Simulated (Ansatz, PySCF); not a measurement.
Dimer: SiH4 (SMILES [SiH4]) (first 5 atoms) with H2 (SMILES [H][H]); geometry from B3LYP-D3(BJ)/def2-TZVP, rigid monomers moved along the line of their centres of mass till Si1···H6 is 3.04 Å.
(charge 0, multiplicity 1):
```xyz
7

Si     0.050     0.056    -0.013
H      0.118     0.144    -1.489
H     -1.336    -0.257     0.401
H      0.459     1.350     0.580
H      0.958    -1.011     0.462
H     -0.088    -0.102     3.022
H     -0.128    -0.141     3.764
```

Quantity: the interaction energy.

Counterpoise-corrected where a basis set is named; no monomer relaxation.

Cores are frozen in the correlated methods. CBS: X⁻³ extrapolation of the correlation energy, Hartree–Fock from the larger set.

Programs: Ansatz (Gaussian orbitals); PySCF for the dispersion terms. Each number belongs to the level named beside it.

Costs are ratios of core time to PBE/def2-TZVPPD (roughly 3 s), for whole runs (searches for the state included, and forces where a run took them) on one shared machine, so rough; each difference counts from -0.06 kcal/mol (CCSD(T)/CBS(aug-cc-pV(D+d)Z, aug-cc-pV(T+d)Z), a level with limits of its own).

```json
[
 {"level": "PBE/def2-TZVPPD", "basis functions": "150", "cost": "×1", "difference (kcal/mol)": "0.10"},
 {"level": "PBE-D3(BJ)/def2-TZVPPD", "basis functions": "150", "cost": "×1", "difference (kcal/mol)": "-0.31"},
 {"level": "PBE0/def2-TZVPPD", "basis functions": "150", "cost": "×1", "difference (kcal/mol)": "0.19"},
 {"level": "PBE0-D3(BJ)/def2-TZVPPD", "basis functions": "150", "cost": "×1", "difference (kcal/mol)": "-0.19"},
 {"level": "CCSD(T)/aug-cc-pV(D+d)Z", "basis functions": "86", "cost": "×1", "difference (kcal/mol)": "0.17"},
 {"level": "B3LYP/def2-TZVPPD", "basis functions": "150", "cost": "×1", "difference (kcal/mol)": "0.65"},
 {"level": "B3LYP-D3(BJ)/def2-TZVPPD", "basis functions": "150", "cost": "×1", "difference (kcal/mol)": "0.00"},
 {"level": "r2SCAN/def2-TZVPPD", "basis functions": "150", "cost": "×1", "difference (kcal/mol)": "0.26"},
 {"level": "r2SCAN-D3(BJ)/def2-TZVPPD", "basis functions": "150", "cost": "×1", "difference (kcal/mol)": "0.11"},
 {"level": "wB97M-V/def2-TZVPPD", "basis functions": "150", "cost": "×3", "difference (kcal/mol)": "0.02"},
 {"level": "wB97X-V/def2-TZVPPD", "basis functions": "150", "cost": "×3", "difference (kcal/mol)": "0.00"},
 {"level": "CCSD(T)/aug-cc-pV(T+d)Z", "basis functions": "193", "cost": "×10", "difference (kcal/mol)": "0.05"}
]
```

What the step from CCSD(T)/aug-cc-pV(D+d)Z to CCSD(T)/aug-cc-pV(T+d)Z costs and buys: 86 to 193 functions, cost ×10 (rough); the difference goes from 0.17 to 0.05 kcal/mol.

Ansatz is a program for electronic structure.
